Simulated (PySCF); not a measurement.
# Frontier levels across methods

Species: C3H6OSi.
Cartesian coordinates in Å at the PBE0-D3(BJ)/def2-SVP level; atoms count from 1:
```xyz
11
C3H6OSi angstrom
C     -1.8314    0.7802   -0.7735
C     -1.1392    0.0520    0.1112
Si     0.5202   -0.7217   -0.2550
C      1.8391    0.1634    0.8523
O      2.3633   -0.3642    1.8005
H     -1.4715    0.9479   -1.7950
H     -2.7926    1.2413   -0.5196
H     -1.5619   -0.0799    1.1163
H      0.8617   -0.4712   -1.6902
H      0.5531   -2.1778    0.0645
H      2.0850    1.2359    0.5989
```

Basis pcSseg-2 throughout (PySCF), one geometry. Geometry: PBE0-D3(BJ)/def2-SVP, one conformer, isolated molecule.

Problem. How do the orbital energies, the gap and the dipole change with the method?

Solution. 
```csv
method,kind,HOMO (eV),LUMO (eV),gap (eV),μ (D),SCF cycles
B97-2,global hybrid,-6.70,-1.78,4.92,2.85,15
PBE0,global hybrid,-6.96,-1.72,5.23,2.86,15
mPW1PW91,global hybrid,-6.99,-1.73,5.26,2.87,15
BHandHLYP,global hybrid,-8.33,-0.53,7.80,3.11,13
CAM-B3LYP,range-separated hybrid,-8.35,-0.52,7.83,2.97,14
wB97X-D,range-separated hybrid,-8.81,0.14,8.95,2.93,14
LC-wPBE,range-separated hybrid,-9.61,0.69,10.30,2.99,14
```

The HOMO spans 2.91 eV, from B97-2 down to LC-wPBE, and the gap runs from 4.92 eV (B97-2) to 10.30 eV (LC-wPBE). Over the methods B97-2 (21 %), PBE0 (25 %), mPW1PW91 (25 %), BHandHLYP (50 %), a straight line through the gap against the share of exact exchange rises by 1.01 eV for each 10 % (correlation coefficient 1.000). The dipole ranges from 2.85 D (B97-2) to 3.11 D (BHandHLYP). This basis has no diffuse functions.

The vertical ΔSCF ionisation energy at CAM-B3LYP/def2-SVPD is 9.32 eV; −ε(HOMO) comes closest to it with LC-wPBE (9.61 eV).
